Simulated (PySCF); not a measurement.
CH6BeSSi, singlet, at a GFN2-xTB geometry (such geometries of metal compounds can be far from the true shape). Base run: B3LYP/6-31G*, polarisability (PySCF).

Here is a job for PySCF.
```python
from pyscf import gto, scf, dft
from pyscf.prop import polarizability

mol = gto.Mole()
mol.atom = '''
    Be    0.284665    0.129023    0.282748
    S    -0.080228   -0.525035   -1.467995
    C    -1.837602   -0.871155   -1.830388
    H    -2.196396   -1.659621   -1.177072
    H    -1.876810   -1.197159   -2.865456
    H    -2.424793    0.031864   -1.700904
    Si    1.003016    0.896297    2.196106
    H     0.576460    0.162917    3.395625
    H     0.593543    2.261810    2.550902
    H     2.456381    0.963433    2.390668
'''
mol.basis = '6-31g*'
mol.charge = 0
mol.spin = 0
mol.verbose = 3
mol.build()

mf = dft.RKS(mol)
mf.xc = 'b3lyp'
mf.kernel()
alpha = mf.Polarizability().polarizability()[2, 2]
print('alpha_zz =', alpha)
```

The base run was repeated with changes; each row names its change, and settings that it needs were set with it.

```csv
change,alpha_zz (bohr³),basis functions,core-seconds (rough)
base,86.79,76,20
functional = hf,76.10,76,2
basis = cc-pVDZ,88.49,94,20
functional = pbe0,86.44,76,10
"functional = lda,vwn",93.29,76,10
functional = camb3lyp,83.50,76,50
functional = pbe,91.69,76,10
basis = 6-31G,87.25,56,10
basis = STO-3G,57.62,34,8
finite field (a.u.) = 0.02; conv_tol = 1e-11,87.65,76,10
finite field (a.u.) = 2e-4; conv_tol = 1e-6,86.64,76,8
finite field (a.u.) = 0.05; conv_tol = 1e-11,93.11,76,30
```

Finite-field rows take the second difference of the energy in a field along z; a small field with loose convergence shows SCF noise divided by the square of the field, and a large one adds hyperpolarisability.
